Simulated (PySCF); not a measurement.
A GIAO shielding run with PySCF 2.14 (density fitting, non-relativistic, gas phase) on `[SiH3]C[C@@H]1[C@H](F)CCC=C1`, C7H13FSi:

```
$ OMP_NUM_THREADS=1 python probes_run.py task.json out

{"job": {"kind": "nmr", "xc": "PBE0", "basis": "pcSseg-1"}, "charge": 0, "multiplicity": 1}
F     -0.636658     1.539964     1.958807
C     -0.923967     1.060724     0.691351
C     -1.834187    -0.154344     0.792896
C     -2.281927    -0.558477    -0.609063
C     -1.138573    -0.547087    -1.576877
C      0.024353     0.038264    -1.342029
C      0.372584     0.736173    -0.061294
C      1.338773    -0.112793     0.777553
Si     3.060960    -0.328980     0.002071
H     -1.451708     1.880352     0.183826
H     -1.288612    -0.972137     1.265427
H     -2.693452     0.085758     1.421435
H     -2.734847    -1.552599    -0.585152
H     -3.050134     0.135003    -0.969011
H     -1.319654    -1.039104    -2.522863
H      0.810272     0.011954    -2.083187
H      0.874609     1.683046    -0.294030
H      1.447787     0.364916     1.753269
H      0.894942    -1.093612     0.957008
H      3.000581    -1.230073    -1.151614
H      3.571482     0.975996    -0.426046
H      3.946965    -0.903559     1.015108
```

Hardware: 1 thread of an Arm Neoverse N1, shared host. The job also computes population analyses, field gradients, ring-centre shieldings.

Problem. How large is the calculation?

Solution. 78 electrons, 225 basis functions and 1185 auxiliary functions.

Problem. How long does it take, and how much memory does it need?

Solution. 97 s of wall time, with 13 SCF cycles and 4 response iterations; peak memory 1 GiB. Times on a shared host scatter by some tens of per cent.
